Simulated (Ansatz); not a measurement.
Reaction: H5BSiO (SMILES BO[SiH3]) → BH2 (SMILES [BH2], doublet) + H3SiO (SMILES [O][SiH3], doublet) (the B-O bond breaks)
Each species at its own B3LYP-D3(BJ)/def2-TZVP minimum (Ansatz, a quantum-chemistry and plane-wave program).

Total energies in hartree (Ansatz). Radicals and triplets start from unrestricted determinants; spin-orbit coupling is neglected. Correlated methods leave the cores frozen. No relativity.

```csv
species,HF/cc-pV(T+d)Z,CCSD(T)/cc-pV(T+d)Z,HF/cc-pV(Q+d)Z,CCSD(T)/cc-pV(Q+d)Z,CCSD(T)/cc-pV(D+d)Z,CCSDT(Q)/cc-pV(D+d)Z
1: H5BSiO (SMILES BO[SiH3]),-391.52121,-392.03877,-391.53332,-392.08250,-391.88817,-391.88978
"2: BH2 (SMILES [BH2], doublet)",-25.76030,-25.86304,-25.76199,-25.86898,-25.84018,-25.84056
"3: H3SiO (SMILES [O][SiH3], doublet)",-365.56711,-365.92715,-365.57757,-365.96269,-365.80851,-365.80990
```

Q: Work out the bond dissociation energy (electronic) in kJ/mol: take Hartree-Fock from cc-pV(Q+d)Z, extrapolate the CCSD(T) correlation energy as X^-3 (X = 3, 4), and add CCSDT(Q) - CCSD(T) in cc-pV(D+d)Z. 1 hartree = 2625.5 kJ/mol.

A: 
Species 1: correlation (64·(-0.54918) - 27·(-0.51756))/37 = -0.57225; step -0.00161; E1 = -391.53332 + (-0.57225) + (-0.00161) = -392.10718
Species 2: correlation (64·(-0.10699) - 27·(-0.10274))/37 = -0.11009; step -0.00038; E2 = -25.76199 + (-0.11009) + (-0.00038) = -25.87246
Species 3: correlation (64·(-0.38512) - 27·(-0.36004))/37 = -0.40342; step -0.00139; E3 = -365.57757 + (-0.40342) + (-0.00139) = -365.98238
-1·E1 +1·E2 +1·E3 = 0.25234 hartree = 662.5 kJ/mol.
